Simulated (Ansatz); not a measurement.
(H2B-mu-NH2)2 (B₂N₂H₈). Charge 0, multiplicity 3. Geometry PBE-D4/def2-SVP, that of the neutral singlet; atoms count from 1.

```xyz
12

B     0.480   -0.964    0.287
H     1.468   -1.022    1.010
H     0.059   -2.049   -0.098
N     0.688    0.065   -0.933
B    -0.482    0.963   -0.288
H    -0.066    2.051    0.093
H    -1.470    1.014   -1.012
N    -0.686   -0.064    0.934
H     0.483   -0.314   -1.862
H     1.609    0.514   -0.971
H    -1.607   -0.511    0.977
H    -0.477    0.317    1.862
```

At PBE0-D4/def2-TZVP a singlet of charge 0 lies 7.20 eV below the triplet at the same geometry.

(1) Estimate the Mulliken populations from the PBE0/def2-TZVP orbitals of Ansatz.

(2) Where does the spin sit?

(3) And the Mayer bond orders between bonded heavy atoms (over 0.3)?

Results:

(1) 
```tsv
atom	charge (e)	spin (α − β)
B1	-0.39	0.38
H2	0.08	0.08
H3	0.07	0.08
N4	0.07	0.04
B5	-0.39	0.38
H6	0.08	0.08
H7	0.07	0.08
N8	0.07	0.04
H9	0.08	0.21
H10	0.08	0.21
H11	0.08	0.21
H12	0.08	0.21
```
Mulliken values and Mayer orders depend strongly on the basis.

(2) Summed by element: B 0.75, H 1.17, N 0.07, of 2 unpaired in all. Largest on single atoms: B5 0.38, B1 0.38, H12 0.21.

(3) B1–N4 0.60 (1.61 Å); B1–N8 0.60 (1.61 Å); N4–B5 0.60 (1.61 Å); B5–N8 0.60 (1.61 Å). Values over 0.3 also appear between atoms too far apart for a bond (B1–B5 0.31 at 2.23 Å); they arise where an orbital or an unpaired electron spreads over both atoms.
